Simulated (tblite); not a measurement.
C7H17NSi.
Structure used (GFN2-xTB), in Å, numbered top down from 1:
```xyz
26
C7H17NSi angstrom
C      3.942    0.029   -0.012
C      2.552   -0.022    0.612
C      1.465    0.310   -0.409
C      0.066    0.327    0.196
C     -0.417   -1.032    0.711
C     -1.946   -0.938    0.645
N     -2.244    0.195   -0.214
Si    -3.813    0.556   -0.791
C     -1.024    0.670   -0.822
H      4.018   -0.684   -0.831
H      4.703   -0.214    0.726
H      4.148    1.022   -0.405
H      2.376   -1.019    1.019
H      2.499    0.689    1.439
H      1.497   -0.424   -1.219
H      1.672    1.290   -0.845
H      0.028    1.055    1.012
H     -0.068   -1.245    1.719
H     -0.058   -1.821    0.047
H     -2.379   -0.757    1.635
H     -2.381   -1.867    0.260
H     -4.718    0.307    0.332
H     -3.773    1.961   -1.195
H     -4.255   -0.260   -1.939
H     -1.098    1.739   -1.026
H     -0.813    0.154   -1.772
```

Level: GFN2-xTB in tblite, geometry and Hessian alike; calculated harmonic values, unscaled, isolated species. Errors from tens to a few hundred cm⁻¹ against measured bands are possible. Modes of hydrogen on silicon can be 10 to 20 % off. One conformer, not necessarily the lowest. The optimisation stopped once no atom felt more than 0.01 eV/Å.

Lowest wavenumbers of the output (negative numbers stand for imaginary wavenumbers):
```
mode    cm-1
  1     -22.0
  2      61.9
  3      83.0
  4      90.6
  5     113.8
  6     146.8
  7     196.1
  8     229.4
  9     238.2
 10     300.6
 11     358.8
 12     449.0
 13     481.8
 14     562.4
 15     597.8
```

Question: Is this structure a minimum?

Answer: Not by this Hessian. 1 mode is imaginary beyond 20i (22i cm⁻¹), so at this level the point lies at or near a first-order saddle. The curvature is small, so loose convergence or finite differences may be the whole cause.

Question: Which atoms move in the imaginary mode?

Answer: 22i: C6 (sp3 carbon bound to nitrogen) 19 %, Si8 (SiH3 silicon) 16 %, C9 (sp3 carbon bound to nitrogen) 11 %. These are shares of the mass-weighted motion.

Question: What is the remedy?

Answer: Step along that mode in both directions, optimise again with tighter thresholds and repeat the frequencies. The zero-point energy of this point (140.9 kcal/mol) counts the 71 real modes alone, and thermal corrections from it aren't those of a minimum.
